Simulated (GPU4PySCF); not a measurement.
perylene diimide (C24H10N2O4), SMILES c12c3c4c5c(ccc4c4c1c1c(C(NC(c1cc2)=O)=O)cc4)C(=O)NC(c5cc3)=O. Atoms are numbered in the order given.

```xyz
40

O      0.0000     2.2656     5.7126
C      0.0000     1.2502     5.0559
N      0.0000     0.0000     5.6630
C      0.0000    -1.2502     5.0559
O      0.0000    -2.2656     5.7126
C      0.0000    -1.2306     3.5662
C      0.0000    -2.4212     2.8780
C      0.0000    -2.4273     1.4732
C      0.0000    -1.2509     0.7402
C      0.0000    -1.2509    -0.7402
C      0.0000    -2.4273    -1.4732
C      0.0000    -2.4212    -2.8780
C      0.0000    -1.2306    -3.5662
C      0.0000     0.0000    -2.8580
C      0.0000     1.2306    -3.5662
C      0.0000     2.4212    -2.8780
C      0.0000     2.4273    -1.4732
C      0.0000     1.2509    -0.7402
C      0.0000     1.2509     0.7402
C      0.0000     2.4273     1.4732
C      0.0000     2.4212     2.8780
C      0.0000     1.2306     3.5662
C      0.0000     0.0000     2.8580
C      0.0000     0.0000     1.4368
C      0.0000     0.0000    -1.4368
C      0.0000     1.2502    -5.0559
O      0.0000     2.2656    -5.7126
N      0.0000     0.0000    -5.6630
C      0.0000    -1.2502    -5.0559
O      0.0000    -2.2656    -5.7126
H      0.0000     0.0000     6.6791
H      0.0000    -3.3519     3.4453
H      0.0000    -3.3900     0.9676
H      0.0000    -3.3900    -0.9676
H      0.0000    -3.3519    -3.4453
H      0.0000     3.3519    -3.4453
H      0.0000     3.3900    -0.9676
H      0.0000     3.3900     0.9676
H      0.0000     3.3519     3.4453
H      0.0000     0.0000    -6.6791
```
Charge 0, spin multiplicity 1.

Geometry: ωB97M-D3(BJ)/def2-SVP.

Level of theory: ωB97M-D3(BJ)/def2-SVP (GPU4PySCF).

Harmonic, unscaled wavenumbers; measured fundamentals usually lie a few per cent lower.

Computed harmonic wavenumbers and intensities:
```json
[
 {"mode": "1", "ν (cm⁻¹)": "24", "IR (km/mol)": "0.0", "Raman (Å⁴/amu)": "0.0", "depolarisation": "–", "moving atoms (share of kinetic energy)": "C 51 %, O 42 %"},
 {"mode": "2", "ν (cm⁻¹)": "39", "IR (km/mol)": "1.4", "Raman (Å⁴/amu)": "0.0", "depolarisation": "–", "moving atoms (share of kinetic energy)": "C 52 %, O 32 %, N 13 %"},
 {"mode": "3", "ν (cm⁻¹)": "76", "IR (km/mol)": "0.0", "Raman (Å⁴/amu)": "0.8", "depolarisation": "0.75", "moving atoms (share of kinetic energy)": "O 58 %, C 38 %"},
 {"mode": "4", "ν (cm⁻¹)": "90", "IR (km/mol)": "0.0", "Raman (Å⁴/amu)": "0.0", "depolarisation": "–", "moving atoms (share of kinetic energy)": "C 49 %, O 44 %"},
 {"mode": "5", "ν (cm⁻¹)": "94", "IR (km/mol)": "0.0", "Raman (Å⁴/amu)": "0.2", "depolarisation": "0.75", "moving atoms (share of kinetic energy)": "C 72 %, O 14 %, H 10 %"},
 {"mode": "6", "ν (cm⁻¹)": "141", "IR (km/mol)": "2.8", "Raman (Å⁴/amu)": "0.0", "depolarisation": "–", "moving atoms (share of kinetic energy)": "C 45 %, O 44 %"},
 {"mode": "7", "ν (cm⁻¹)": "142", "IR (km/mol)": "0.0", "Raman (Å⁴/amu)": "0.1", "depolarisation": "0.75", "moving atoms (share of kinetic energy)": "N 41 %, O 41 %, C 15 %"},
 {"mode": "8", "ν (cm⁻¹)": "144", "IR (km/mol)": "6.9", "Raman (Å⁴/amu)": "0.0", "depolarisation": "–", "moving atoms (share of kinetic energy)": "N 48 %, O 39 %, C 10 %"},
 {"mode": "9", "ν (cm⁻¹)": "184", "IR (km/mol)": "0.0", "Raman (Å⁴/amu)": "0.0", "depolarisation": "–", "moving atoms (share of kinetic energy)": "C 64 %, N 20 %, H 15 %"},
 {"mode": "10", "ν (cm⁻¹)": "189", "IR (km/mol)": "10.7", "Raman (Å⁴/amu)": "0.0", "depolarisation": "–", "moving atoms (share of kinetic energy)": "C 78 %, H 15 %"},
 {"mode": "11", "ν (cm⁻¹)": "217", "IR (km/mol)": "0.0", "Raman (Å⁴/amu)": "0.0", "depolarisation": "–", "moving atoms (share of kinetic energy)": "C 80 %, N 10 %"},
 {"mode": "12", "ν (cm⁻¹)": "234", "IR (km/mol)": "0.0", "Raman (Å⁴/amu)": "1.0", "depolarisation": "0.75", "moving atoms (share of kinetic energy)": "C 48 %, O 39 %, N 11 %"},
 {"mode": "13", "ν (cm⁻¹)": "254", "IR (km/mol)": "0.0", "Raman (Å⁴/amu)": "17.0", "depolarisation": "0.75", "moving atoms (share of kinetic energy)": "O 50 %, C 48 %"},
 {"mode": "14", "ν (cm⁻¹)": "281", "IR (km/mol)": "0.0", "Raman (Å⁴/amu)": "0.1", "depolarisation": "0.75", "moving atoms (share of kinetic energy)": "C 85 %, H 10 %"},
 {"mode": "15", "ν (cm⁻¹)": "326", "IR (km/mol)": "0.0", "Raman (Å⁴/amu)": "0.0", "depolarisation": "–", "moving atoms (share of kinetic energy)": "C 81 %, H 14 %"},
 {"mode": "16", "ν (cm⁻¹)": "348", "IR (km/mol)": "0.7", "Raman (Å⁴/amu)": "0.0", "depolarisation": "–", "moving atoms (share of kinetic energy)": "C 52 %, O 42 %"},
 {"mode": "17", "ν (cm⁻¹)": "360", "IR (km/mol)": "0.0", "Raman (Å⁴/amu)": "2.6", "depolarisation": "0.75", "moving atoms (share of kinetic energy)": "C 89 %, H 8 %"},
 {"mode": "18", "ν (cm⁻¹)": "378", "IR (km/mol)": "70.3", "Raman (Å⁴/amu)": "0.0", "depolarisation": "–", "moving atoms (share of kinetic energy)": "O 76 %, C 20 %"},
 {"mode": "19", "ν (cm⁻¹)": "390", "IR (km/mol)": "0.0", "Raman (Å⁴/amu)": "23.4", "depolarisation": "0.75", "moving atoms (share of kinetic energy)": "C 74 %, O 17 %"},
 {"mode": "20", "ν (cm⁻¹)": "405", "IR (km/mol)": "0.0", "Raman (Å⁴/amu)": "6.6", "depolarisation": "0.36", "moving atoms (share of kinetic energy)": "O 54 %, C 27 %, N 16 %"},
 {"mode": "21", "ν (cm⁻¹)": "427", "IR (km/mol)": "0.0", "Raman (Å⁴/amu)": "0.8", "depolarisation": "0.75", "moving atoms (share of kinetic energy)": "C 71 %, O 23 %"},
 {"mode": "22", "ν (cm⁻¹)": "435", "IR (km/mol)": "16.7", "Raman (Å⁴/amu)": "0.0", "depolarisation": "–", "moving atoms (share of kinetic energy)": "C 70 %, O 22 %"},
 {"mode": "23", "ν (cm⁻¹)": "459", "IR (km/mol)": "0.0", "Raman (Å⁴/amu)": "7.1", "depolarisation": "0.75", "moving atoms (share of kinetic energy)": "C 88 %, H 10 %"},
 {"mode": "24", "ν (cm⁻¹)": "464", "IR (km/mol)": "43.4", "Raman (Å⁴/amu)": "0.0", "depolarisation": "–", "moving atoms (share of kinetic energy)": "C 69 %, N 26 %"},
 {"mode": "25", "ν (cm⁻¹)": "477", "IR (km/mol)": "0.0", "Raman (Å⁴/amu)": "1.2", "depolarisation": "0.75", "moving atoms (share of kinetic energy)": "C 74 %, H 25 %"},
 {"mode": "26", "ν (cm⁻¹)": "484", "IR (km/mol)": "0.0", "Raman (Å⁴/amu)": "1.0", "depolarisation": "0.11", "moving atoms (share of kinetic energy)": "C 75 %, O 17 %"},
 {"mode": "27", "ν (cm⁻¹)": "490", "IR (km/mol)": "0.3", "Raman (Å⁴/amu)": "0.0", "depolarisation": "–", "moving atoms (share of kinetic energy)": "C 75 %, H 25 %"},
 {"mode": "28", "ν (cm⁻¹)": "531", "IR (km/mol)": "0.7", "Raman (Å⁴/amu)": "0.0", "depolarisation": "–", "moving atoms (share of kinetic energy)": "C 54 %, O 40 %"},
 {"mode": "29", "ν (cm⁻¹)": "549", "IR (km/mol)": "0.0", "Raman (Å⁴/amu)": "0.0", "depolarisation": "–", "moving atoms (share of kinetic energy)": "C 82 %, H 17 %"},
 {"mode": "30", "ν (cm⁻¹)": "561", "IR (km/mol)": "0.0", "Raman (Å⁴/amu)": "77.8", "depolarisation": "0.10", "moving atoms (share of kinetic energy)": "C 72 %, O 23 %"},
 {"mode": "31", "ν (cm⁻¹)": "576", "IR (km/mol)": "0.0", "Raman (Å⁴/amu)": "10.6", "depolarisation": "0.75", "moving atoms (share of kinetic energy)": "C 89 %"},
 {"mode": "32", "ν (cm⁻¹)": "591", "IR (km/mol)": "2.4", "Raman (Å⁴/amu)": "0.0", "depolarisation": "–", "moving atoms (share of kinetic energy)": "C 83 %, H 15 %"},
 {"mode": "33", "ν (cm⁻¹)": "620", "IR (km/mol)": "1.1", "Raman (Å⁴/amu)": "0.0", "depolarisation": "–", "moving atoms (share of kinetic energy)": "C 82 %, O 11 %"},
 {"mode": "34", "ν (cm⁻¹)": "652", "IR (km/mol)": "0.0", "Raman (Å⁴/amu)": "0.0", "depolarisation": "–", "moving atoms (share of kinetic energy)": "C 80 %, H 18 %"},
 {"mode": "35", "ν (cm⁻¹)": "654", "IR (km/mol)": "0.0", "Raman (Å⁴/amu)": "11.9", "depolarisation": "0.75", "moving atoms (share of kinetic energy)": "C 65 %, H 34 %"},
 {"mode": "36", "ν (cm⁻¹)": "659", "IR (km/mol)": "0.0", "Raman (Å⁴/amu)": "48.3", "depolarisation": "0.23", "moving atoms (share of kinetic energy)": "C 68 %, N 27 %"},
 {"mode": "37", "ν (cm⁻¹)": "674", "IR (km/mol)": "40.6", "Raman (Å⁴/amu)": "0.0", "depolarisation": "–", "moving atoms (share of kinetic energy)": "C 74 %, N 20 %"},
 {"mode": "38", "ν (cm⁻¹)": "688", "IR (km/mol)": "0.0", "Raman (Å⁴/amu)": "1.0", "depolarisation": "0.75", "moving atoms (share of kinetic energy)": "C 65 %, O 18 %, N 9 %"},
 {"mode": "39", "ν (cm⁻¹)": "698", "IR (km/mol)": "0.0", "Raman (Å⁴/amu)": "0.0", "depolarisation": "–", "moving atoms (share of kinetic energy)": "C 65 %, H 33 %"},
 {"mode": "40", "ν (cm⁻¹)": "720", "IR (km/mol)": "63.3", "Raman (Å⁴/amu)": "0.0", "depolarisation": "–", "moving atoms (share of kinetic energy)": "H 62 %, C 34 %"},
 {"mode": "41", "ν (cm⁻¹)": "739", "IR (km/mol)": "5.2", "Raman (Å⁴/amu)": "0.0", "depolarisation": "–", "moving atoms (share of kinetic energy)": "C 62 %, O 21 %, N 9 %"},
 {"mode": "42", "ν (cm⁻¹)": "746", "IR (km/mol)": "0.0", "Raman (Å⁴/amu)": "8.3", "depolarisation": "0.75", "moving atoms (share of kinetic energy)": "H 53 %, C 39 %"},
 {"mode": "43", "ν (cm⁻¹)": "749", "IR (km/mol)": "0.0", "Raman (Å⁴/amu)": "13.4", "depolarisation": "0.53", "moving atoms (share of kinetic energy)": "C 62 %, O 23 %, N 10 %"},
 {"mode": "44", "ν (cm⁻¹)": "753", "IR (km/mol)": "10.3", "Raman (Å⁴/amu)": "0.0", "depolarisation": "–", "moving atoms (share of kinetic energy)": "C 58 %, H 15 %, O 13 %, N 13 %"},
 {"mode": "45", "ν (cm⁻¹)": "776", "IR (km/mol)": "0.0", "Raman (Å⁴/amu)": "0.5", "depolarisation": "0.75", "moving atoms (share of kinetic energy)": "C 79 %, H 15 %"},
 {"mode": "46", "ν (cm⁻¹)": "792", "IR (km/mol)": "0.0", "Raman (Å⁴/amu)": "0.0", "depolarisation": "–", "moving atoms (share of kinetic energy)": "C 86 %, H 8 %"},
 {"mode": "47", "ν (cm⁻¹)": "794", "IR (km/mol)": "178.6", "Raman (Å⁴/amu)": "0.0", "depolarisation": "–", "moving atoms (share of kinetic energy)": "C 60 %, H 22 %, N 12 %"},
 {"mode": "48", "ν (cm⁻¹)": "799", "IR (km/mol)": "0.0", "Raman (Å⁴/amu)": "0.5", "depolarisation": "0.75", "moving atoms (share of kinetic energy)": "C 56 %, H 32 %, N 9 %"},
 {"mode": "49", "ν (cm⁻¹)": "810", "IR (km/mol)": "38.0", "Raman (Å⁴/amu)": "0.0", "depolarisation": "–", "moving atoms (share of kinetic energy)": "C 86 %, H 12 %"},
 {"mode": "50", "ν (cm⁻¹)": "841", "IR (km/mol)": "0.0", "Raman (Å⁴/amu)": "3.4", "depolarisation": "0.25", "moving atoms (share of kinetic energy)": "C 87 %, H 10 %"},
 {"mode": "51", "ν (cm⁻¹)": "844", "IR (km/mol)": "0.0", "Raman (Å⁴/amu)": "14.4", "depolarisation": "0.75", "moving atoms (share of kinetic energy)": "C 68 %, H 16 %, N 9 %"},
 {"mode": "52", "ν (cm⁻¹)": "872", "IR (km/mol)": "35.8", "Raman (Å⁴/amu)": "0.0", "depolarisation": "–", "moving atoms (share of kinetic energy)": "C 77 %, H 22 %"},
 {"mode": "53", "ν (cm⁻¹)": "887", "IR (km/mol)": "0.0", "Raman (Å⁴/amu)": "3.2", "depolarisation": "0.75", "moving atoms (share of kinetic energy)": "C 60 %, H 38 %"},
 {"mode": "54", "ν (cm⁻¹)": "893", "IR (km/mol)": "0.0", "Raman (Å⁴/amu)": "1.6", "depolarisation": "0.75", "moving atoms (share of kinetic energy)": "H 67 %, C 32 %"},
 {"mode": "55", "ν (cm⁻¹)": "900", "IR (km/mol)": "23.1", "Raman (Å⁴/amu)": "0.0", "depolarisation": "–", "moving atoms (share of kinetic energy)": "H 53 %, C 46 %"},
 {"mode": "56", "ν (cm⁻¹)": "915", "IR (km/mol)": "0.0", "Raman (Å⁴/amu)": "0.0", "depolarisation": "–", "moving atoms (share of kinetic energy)": "H 51 %, C 49 %"},
 {"mode": "57", "ν (cm⁻¹)": "953", "IR (km/mol)": "4.2", "Raman (Å⁴/amu)": "0.0", "depolarisation": "–", "moving atoms (share of kinetic energy)": "C 75 %, H 16 %"},
 {"mode": "58", "ν (cm⁻¹)": "970", "IR (km/mol)": "0.0", "Raman (Å⁴/amu)": "5.6", "depolarisation": "0.75", "moving atoms (share of kinetic energy)": "C 79 %, H 21 %"},
 {"mode": "59", "ν (cm⁻¹)": "985", "IR (km/mol)": "30.3", "Raman (Å⁴/amu)": "0.0", "depolarisation": "–", "moving atoms (share of kinetic energy)": "C 81 %, H 10 %"},
 {"mode": "60", "ν (cm⁻¹)": "1030", "IR (km/mol)": "0.0", "Raman (Å⁴/amu)": "0.0", "depolarisation": "–", "moving atoms (share of kinetic energy)": "H 64 %, C 36 %"},
 {"mode": "61", "ν (cm⁻¹)": "1030", "IR (km/mol)": "0.0", "Raman (Å⁴/amu)": "0.0", "depolarisation": "–", "moving atoms (share of kinetic energy)": "H 68 %, C 32 %"},
 {"mode": "62", "ν (cm⁻¹)": "1031", "IR (km/mol)": "0.3", "Raman (Å⁴/amu)": "0.0", "depolarisation": "–", "moving atoms (share of kinetic energy)": "H 69 %, C 31 %"},
 {"mode": "63", "ν (cm⁻¹)": "1033", "IR (km/mol)": "0.0", "Raman (Å⁴/amu)": "35.5", "depolarisation": "0.75", "moving atoms (share of kinetic energy)": "H 57 %, C 43 %"},
 {"mode": "64", "ν (cm⁻¹)": "1054", "IR (km/mol)": "0.0", "Raman (Å⁴/amu)": "4.6", "depolarisation": "0.75", "moving atoms (share of kinetic energy)": "C 75 %, H 22 %"},
 {"mode": "65", "ν (cm⁻¹)": "1092", "IR (km/mol)": "0.0", "Raman (Å⁴/amu)": "589.5", "depolarisation": "0.30", "moving atoms (share of kinetic energy)": "C 50 %, H 45 %"},
 {"mode": "66", "ν (cm⁻¹)": "1126", "IR (km/mol)": "0.0", "Raman (Å⁴/amu)": "9.7", "depolarisation": "0.75", "moving atoms (share of kinetic energy)": "C 50 %, H 42 %"},
 {"mode": "67", "ν (cm⁻¹)": "1135", "IR (km/mol)": "40.6", "Raman (Å⁴/amu)": "0.0", "depolarisation": "–", "moving atoms (share of kinetic energy)": "C 65 %, H 29 %"},
 {"mode": "68", "ν (cm⁻¹)": "1137", "IR (km/mol)": "17.3", "Raman (Å⁴/amu)": "0.0", "depolarisation": "–", "moving atoms (share of kinetic energy)": "H 74 %, C 26 %"},
 {"mode": "69", "ν (cm⁻¹)": "1194", "IR (km/mol)": "5.9", "Raman (Å⁴/amu)": "0.0", "depolarisation": "–", "moving atoms (share of kinetic energy)": "H 59 %, C 41 %"},
 {"mode": "70", "ν (cm⁻¹)": "1210", "IR (km/mol)": "0.0", "Raman (Å⁴/amu)": "7.9", "depolarisation": "0.09", "moving atoms (share of kinetic energy)": "C 60 %, H 32 %"},
 {"mode": "71", "ν (cm⁻¹)": "1212", "IR (km/mol)": "0.0", "Raman (Å⁴/amu)": "6.2", "depolarisation": "0.75", "moving atoms (share of kinetic energy)": "H 59 %, C 40 %"},
 {"mode": "72", "ν (cm⁻¹)": "1218", "IR (km/mol)": "6.9", "Raman (Å⁴/amu)": "0.0", "depolarisation": "–", "moving atoms (share of kinetic energy)": "C 52 %, H 39 %, N 9 %"},
 {"mode": "73", "ν (cm⁻¹)": "1223", "IR (km/mol)": "24.9", "Raman (Å⁴/amu)": "0.0", "depolarisation": "–", "moving atoms (share of kinetic energy)": "C 50 %, H 45 %"},
 {"mode": "74", "ν (cm⁻¹)": "1224", "IR (km/mol)": "0.0", "Raman (Å⁴/amu)": "11.9", "depolarisation": "0.75", "moving atoms (share of kinetic energy)": "H 49 %, C 49 %"},
 {"mode": "75", "ν (cm⁻¹)": "1292", "IR (km/mol)": "0.0", "Raman (Å⁴/amu)": "87.5", "depolarisation": "0.75", "moving atoms (share of kinetic energy)": "C 74 %, H 19 %"},
 {"mode": "76", "ν (cm⁻¹)": "1294", "IR (km/mol)": "298.3", "Raman (Å⁴/amu)": "0.0", "depolarisation": "–", "moving atoms (share of kinetic energy)": "C 86 %, H 9 %"},
 {"mode": "77", "ν (cm⁻¹)": "1311", "IR (km/mol)": "0.0", "Raman (Å⁴/amu)": "1007.4", "depolarisation": "0.31", "moving atoms (share of kinetic energy)": "C 53 %, H 44 %"},
 {"mode": "78", "ν (cm⁻¹)": "1330", "IR (km/mol)": "11.7", "Raman (Å⁴/amu)": "0.0", "depolarisation": "–", "moving atoms (share of kinetic energy)": "C 55 %, H 44 %"},
 {"mode": "79", "ν (cm⁻¹)": "1347", "IR (km/mol)": "0.0", "Raman (Å⁴/amu)": "1012.0", "depolarisation": "0.22", "moving atoms (share of kinetic energy)": "C 57 %, H 39 %"},
 {"mode": "80", "ν (cm⁻¹)": "1367", "IR (km/mol)": "21.1", "Raman (Å⁴/amu)": "0.0", "depolarisation": "–", "moving atoms (share of kinetic energy)": "C 88 %, H 11 %"},
 {"mode": "81", "ν (cm⁻¹)": "1382", "IR (km/mol)": "746.9", "Raman (Å⁴/amu)": "0.0", "depolarisation": "–", "moving atoms (share of kinetic energy)": "C 62 %, H 26 %, N 10 %"},
 {"mode": "82", "ν (cm⁻¹)": "1387", "IR (km/mol)": "0.0", "Raman (Å⁴/amu)": "14.6", "depolarisation": "0.75", "moving atoms (share of kinetic energy)": "C 88 %, H 10 %"},
 {"mode": "83", "ν (cm⁻¹)": "1400", "IR (km/mol)": "0.2", "Raman (Å⁴/amu)": "0.0", "depolarisation": "–", "moving atoms (share of kinetic energy)": "C 85 %, H 15 %"},
 {"mode": "84", "ν (cm⁻¹)": "1429", "IR (km/mol)": "0.0", "Raman (Å⁴/amu)": "928.1", "depolarisation": "0.23", "moving atoms (share of kinetic energy)": "C 82 %, N 9 %, H 8 %"},
 {"mode": "85", "ν (cm⁻¹)": "1438", "IR (km/mol)": "0.0", "Raman (Å⁴/amu)": "35.2", "depolarisation": "0.75", "moving atoms (share of kinetic energy)": "N 44 %, H 34 %, C 11 %, O 10 %"},
 {"mode": "86", "ν (cm⁻¹)": "1439", "IR (km/mol)": "155.6", "Raman (Å⁴/amu)": "0.0", "depolarisation": "–", "moving atoms (share of kinetic energy)": "N 46 %, H 35 %, O 10 %, C 9 %"},
 {"mode": "87", "ν (cm⁻¹)": "1447", "IR (km/mol)": "0.0", "Raman (Å⁴/amu)": "4106.7", "depolarisation": "0.26", "moving atoms (share of kinetic energy)": "C 98 %"},
 {"mode": "88", "ν (cm⁻¹)": "1468", "IR (km/mol)": "87.6", "Raman (Å⁴/amu)": "0.0", "depolarisation": "–", "moving atoms (share of kinetic energy)": "C 95 %"},
 {"mode": "89", "ν (cm⁻¹)": "1482", "IR (km/mol)": "183.3", "Raman (Å⁴/amu)": "0.0", "depolarisation": "–", "moving atoms (share of kinetic energy)": "C 87 %"},
 {"mode": "90", "ν (cm⁻¹)": "1507", "IR (km/mol)": "0.0", "Raman (Å⁴/amu)": "1109.5", "depolarisation": "0.27", "moving atoms (share of kinetic energy)": "C 94 %"},
 {"mode": "91", "ν (cm⁻¹)": "1518", "IR (km/mol)": "0.0", "Raman (Å⁴/amu)": "55.9", "depolarisation": "0.75", "moving atoms (share of kinetic energy)": "C 80 %, H 20 %"},
 {"mode": "92", "ν (cm⁻¹)": "1543", "IR (km/mol)": "0.3", "Raman (Å⁴/amu)": "0.0", "depolarisation": "–", "moving atoms (share of kinetic energy)": "C 82 %, H 17 %"},
 {"mode": "93", "ν (cm⁻¹)": "1596", "IR (km/mol)": "10.9", "Raman (Å⁴/amu)": "0.0", "depolarisation": "–", "moving atoms (share of kinetic energy)": "C 91 %, H 8 %"},
 {"mode": "94", "ν (cm⁻¹)": "1597", "IR (km/mol)": "0.0", "Raman (Å⁴/amu)": "0.2", "depolarisation": "0.75", "moving atoms (share of kinetic energy)": "C 91 %, H 8 %"},
 {"mode": "95", "ν (cm⁻¹)": "1670", "IR (km/mol)": "0.0", "Raman (Å⁴/amu)": "3910.3", "depolarisation": "0.39", "moving atoms (share of kinetic energy)": "C 90 %, H 10 %"},
 {"mode": "96", "ν (cm⁻¹)": "1683", "IR (km/mol)": "11.8", "Raman (Å⁴/amu)": "0.0", "depolarisation": "–", "moving atoms (share of kinetic energy)": "C 94 %"},
 {"mode": "97", "ν (cm⁻¹)": "1697", "IR (km/mol)": "0.0", "Raman (Å⁴/amu)": "7216.6", "depolarisation": "0.36", "moving atoms (share of kinetic energy)": "C 96 %"},
 {"mode": "98", "ν (cm⁻¹)": "1698", "IR (km/mol)": "614.5", "Raman (Å⁴/amu)": "0.0", "depolarisation": "–", "moving atoms (share of kinetic energy)": "C 96 %"},
 {"mode": "99", "ν (cm⁻¹)": "1701", "IR (km/mol)": "5.7", "Raman (Å⁴/amu)": "0.0", "depolarisation": "–", "moving atoms (share of kinetic energy)": "C 94 %"},
 {"mode": "100", "ν (cm⁻¹)": "1725", "IR (km/mol)": "0.0", "Raman (Å⁴/amu)": "346.2", "depolarisation": "0.75", "moving atoms (share of kinetic energy)": "C 97 %"},
 {"mode": "101", "ν (cm⁻¹)": "1855", "IR (km/mol)": "0.8", "Raman (Å⁴/amu)": "120.9", "depolarisation": "0.75", "moving atoms (share of kinetic energy)": "C 65 %, O 30 %"},
 {"mode": "102", "ν (cm⁻¹)": "1855", "IR (km/mol)": "1110.3", "Raman (Å⁴/amu)": "0.1", "depolarisation": "0.75", "moving atoms (share of kinetic energy)": "C 64 %, O 30 %"},
 {"mode": "103", "ν (cm⁻¹)": "1862", "IR (km/mol)": "998.5", "Raman (Å⁴/amu)": "0.0", "depolarisation": "–", "moving atoms (share of kinetic energy)": "C 66 %, O 33 %"},
 {"mode": "104", "ν (cm⁻¹)": "1866", "IR (km/mol)": "0.0", "Raman (Å⁴/amu)": "654.6", "depolarisation": "0.22", "moving atoms (share of kinetic energy)": "C 66 %, O 33 %"},
 {"mode": "105", "ν (cm⁻¹)": "3230", "IR (km/mol)": "5.3", "Raman (Å⁴/amu)": "0.0", "depolarisation": "–", "moving atoms (share of kinetic energy)": "H 92 %, C 8 %"},
 {"mode": "106", "ν (cm⁻¹)": "3231", "IR (km/mol)": "0.0", "Raman (Å⁴/amu)": "174.1", "depolarisation": "0.75", "moving atoms (share of kinetic energy)": "H 92 %, C 8 %"},
 {"mode": "107", "ν (cm⁻¹)": "3233", "IR (km/mol)": "0.0", "Raman (Å⁴/amu)": "217.9", "depolarisation": "0.12", "moving atoms (share of kinetic energy)": "H 92 %, C 8 %"},
 {"mode": "108", "ν (cm⁻¹)": "3234", "IR (km/mol)": "1.7", "Raman (Å⁴/amu)": "0.0", "depolarisation": "–", "moving atoms (share of kinetic energy)": "H 92 %, C 8 %"},
 {"mode": "109", "ν (cm⁻¹)": "3244", "IR (km/mol)": "0.0", "Raman (Å⁴/amu)": "19.7", "depolarisation": "0.75", "moving atoms (share of kinetic energy)": "H 91 %, C 9 %"},
 {"mode": "110", "ν (cm⁻¹)": "3244", "IR (km/mol)": "5.9", "Raman (Å⁴/amu)": "0.0", "depolarisation": "–", "moving atoms (share of kinetic energy)": "H 91 %, C 9 %"},
 {"mode": "111", "ν (cm⁻¹)": "3259", "IR (km/mol)": "5.0", "Raman (Å⁴/amu)": "0.1", "depolarisation": "0.27", "moving atoms (share of kinetic energy)": "H 92 %, C 8 %"},
 {"mode": "112", "ν (cm⁻¹)": "3259", "IR (km/mol)": "0.0", "Raman (Å⁴/amu)": "298.7", "depolarisation": "0.27", "moving atoms (share of kinetic energy)": "H 92 %, C 8 %"},
 {"mode": "113", "ν (cm⁻¹)": "3624", "IR (km/mol)": "245.6", "Raman (Å⁴/amu)": "0.6", "depolarisation": "0.28", "moving atoms (share of kinetic energy)": "H 93 %"},
 {"mode": "114", "ν (cm⁻¹)": "3624", "IR (km/mol)": "0.3", "Raman (Å⁴/amu)": "516.4", "depolarisation": "0.28", "moving atoms (share of kinetic energy)": "H 93 %"}
]
```
